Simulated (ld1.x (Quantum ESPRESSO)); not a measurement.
# Varying the TM potential for Al

Base potential:

* Element: aluminium (Al)
* Generator: ld1.x (Quantum ESPRESSO) 7.5
* Type: norm-conserving Troullier–Martins (Kleinman–Bylander form)
* Functional: PBE
* Relativity: scalar-relativistic
* Frozen core: [Ne]
* Valence charge: 3
* Reference configuration: 3s2 3p1
* Partial waves: 3p (bound): rc 2.95 bohr; 3d channel at 0.1 Ry: rc 3.05 bohr; 3s (bound): rc 1.50 bohr
* Local potential: the s channel
* Core correction: none

All-electron outer shells of the reference configuration (PBE, scalar-relativistic, ld1.x):

| shell | level (eV) | outermost node (bohr) | outermost maximum (bohr) |
| --- | --- | --- | --- |
| 2s | -108.17 | 0.16 | 0.50 |
| 2p | -69.64 | – | 0.43 |
| 3s | -7.75 | 0.80 | 2.09 |
| 3p | -2.71 | 0.82 | 2.64 |

Cutoffs, loose and tight: the cutoffs (Ry, on a coarse ladder) from which the occupation-weighted sum of valence levels, in a spherical-Bessel basis at the reference potential, stays within 10 and 1 mRy of its value at 400 Ry. They do not see the model core or the augmentation charge, which bear on the density cutoff. Test errors are all-electron minus pseudo excitation energies from the reference, over the configurations 3s2 3p0; 3s1 3p0; 3s2 3p0.5; 3s2 3p1.3; 3s0 3p3; 3s1 3p2; 3s1 3p1. A dash means not determined; rows that change the core or the reference have their own tests.

| change | outcome | cutoff, loose | cutoff, tight | bound ghosts | largest test error (meV) |
| --- | --- | --- | --- | --- | --- |
| base | generated | 25 Ry | 60 Ry | none | +50 |
| type ultrasoft; waves now 3s (bound): rcut 1.30, rcutus 1.50 bohr; 3s channel at 0.35 Ry: rcut 1.30, rcutus 1.50 bohr; 3p (bound): rcut 2.55, rcutus 2.95 bohr; 3p channel at 0.8 Ry: rcut 2.55, rcutus 2.95 bohr; 3d channel at 0.1 Ry: rcut 2.65, rcutus 3.05 bohr; 3d channel at 1.45 Ry: rcut 2.65, rcutus 3.05 bohr; local potential all-electron potential smoothed inside 2.60 bohr (lloc = -2); augmentation built from norm-conserving waves at rcut, not smoothed further | failed: run_pseudo: Errors in PS-KS equation | – | – | – | – |
| core correction a·sin(br)/r model core inside 0.76 bohr | generated | 25 Ry | 60 Ry | none | +11 |
| local potential all-electron potential smoothed inside 2.55 bohr (lloc = -1) | generated | 25 Ry | 60 Ry | none | +47 |
| wave 3s (bound): rc 1.50 bohr becomes 3s (bound): rc 1.84 bohr | generated | 10 Ry | 30 Ry | none | +33 |
| wave 3d channel at 0.1 Ry: rc 3.05 bohr becomes 3d channel at 0.1 Ry: rc 3.06 bohr | generated | 25 Ry | 60 Ry | none | +50 |
| reference 3s1 3p0 | generated | 21 Ry | 55 Ry | none | +51 |
| wave 3p (bound): rc 2.95 bohr becomes 3p (bound): rc 3.40 bohr | generated | 25 Ry | 60 Ry | none | +55 |
| all radii scaled by about 0.94 (s 1.42, p 2.78, d 2.88 bohr) | generated | 35 Ry | 70 Ry | none | +62 |
| all radii scaled by about 1.29 (s 1.94, p 3.80, d 3.92 bohr) | generated | 10 Ry | 30 Ry | none | +38 |
| core correction a·sin(br)/r model core inside 0.60 bohr | generated | 25 Ry | 60 Ry | none | +11 |
